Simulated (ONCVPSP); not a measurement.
## Before and after: ONCV potential for copper (Cu)

ONCVPSP 4.0.1 input, shortened (lines: element, Z, core and valence counts, functional; n l f; lmax; l rc ep ncon nbas qcut; lloc lpopt rc5 dvloc0; l nproj debl; icmod fcfact rcfact), PBE, scalar-relativistic:

```
  Cu 29.00    3    4        4      upf
    1    0    2.00
    2    0    2.00
    2    1    6.00
    3    0    2.00
    3    1    6.00
    3    2   10.00
    4    1    1.00
    2
    0    1.10    0.00    4    8   10.40
    1    1.30    0.00    4    9    8.90
    2    1.05    0.00    4    9   17.70
    4    5    0.90    1.00
    0    2    1.40
    1    2    2.90
    2    2    0.50
    0    0.00    0.00
```

In the s channel the program set the typed energies aside and used -4.293, 0.250 Ha.

All-electron outer shells of the reference configuration (PBE, scalar-relativistic, ld1.x):

```json
{"shell": "2p", "level (eV)": "-918.96", "outermost node (bohr)": "–", "outermost maximum (bohr)": "0.16"}
{"shell": "3s", "level (eV)": "-116.83", "outermost node (bohr)": "0.29", "outermost maximum (bohr)": "0.61"}
{"shell": "3p", "level (eV)": "-74.29", "outermost node (bohr)": "0.26", "outermost maximum (bohr)": "0.62"}
{"shell": "3d", "level (eV)": "-7.15", "outermost node (bohr)": "–", "outermost maximum (bohr)": "0.60"}
{"shell": "4p", "level (eV)": "-1.71", "outermost node (bohr)": "0.97", "outermost maximum (bohr)": "3.35"}
```

Change: p: qcut 10.5.

Cutoffs: the cutoffs (Ha) at which the residual kinetic energy of the hardest occupied pseudo-wave falls to 1 and 0.1 mHa per electron; they do not see the model core or the augmentation charge, which bear on the density cutoff. Errors are all-electron minus pseudo energies relative to the spin-unpolarised reference configuration.

How do hardness, ghosts and transferability respond?

The potential gets neither clearly harder nor softer (105 Ha and 121 Ha → 105 Ha and 121 Ha); the d channel sets the loose cutoff, while the largest relative change is in p, which becomes harder; the lowest positive-energy flag moves from p at 42.1 eV to none; of the 4 tests that both files solve, the error grows in 1 and shrinks in 0 by more than 15 % and 0.3 meV (median size 1.0 → 1.0 meV); the range in which the p phases agree widens (upper end 1.1 → at the end of the scan); neither file shows a bound ghost.

| quantity | base | changed |
| --- | --- | --- |
| cutoff, loose | 105 Ha | 105 Ha |
| cutoff, tight | 121 Ha | 121 Ha |
| loose cutoff by channel | s 41 Ha, p 35 Ha, d 105 Ha | s 41 Ha, p 40 Ha, d 105 Ha |
| bound ghosts | none | none |
| GHOST(+) flags under 300 eV | p at 42.1 eV | none |
| error for 3s2 3p6 3d10 4s1 4p0, meV [ΔE -4.14 eV] | -0.5 | -0.4 |
| error for 3s2 3p6 3d10 4p0, meV [ΔE 4.01 eV] | +0.3 | +0.3 |
| error for 3s2 3p6 3d9 4p0, meV [ΔE 25.34 eV] | -1.6 | -1.5 |
| error for 3s1 3p6 3d10 4s1 4p0, meV [ΔE 118.10 eV] | -34 | -41 |
| s: phases at 1.12 bohr within 0.05 rad from the reference energy up to (Ha; the scan ends near 5) | to the end of the scan | to the end of the scan |
| p: phases at 1.32 bohr within 0.05 rad from the reference energy up to (Ha; the scan ends near 5) | 1.1 | to the end of the scan |
| d: phases at 1.06 bohr within 0.05 rad from the reference energy up to (Ha; the scan ends near 5) | to the end of the scan | to the end of the scan |
